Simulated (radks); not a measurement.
Values are calculated unless marked as measured or tabulated.
Q: Ionisation ladder of strontium, from Sr11+ to Sr14+. Each ion is in the ground configuration listed by NIST, and IE = E(next ion) - E(this ion). Level of theory: Dirac Kohn-Sham, BLYP, spin-unpolarised, spherical densities, point nucleus; open shells are shared between the two j in proportion to 2j + 1 (a radial shooting solver on a logarithmic mesh with Libxc functionals).

species  configuration  IE, Delta-SCF (eV)  -e(HOMO) (eV)   HOMO  <r> HOMO (bohr)
Sr11+         [Ar] 3d9              367.58         344.86  3d5/2            0.474
Sr12+         [Ar] 3d8              412.58         388.94  3d5/2            0.463
Sr13+         [Ar] 3d7                   ?         434.77  3d5/2            0.452
Sr14+         [Ar] 3d6                   ?         482.30  3d5/2            0.442

Estimate the withheld Delta-SCF values.

A: Sr13+: 459.30 eV (NIST 454); Sr14+: 507.70 eV (NIST 499).

Beside tabulated values, note that spin-unpolarised runs miss the spin-polarisation part of the exchange energy of open shells.
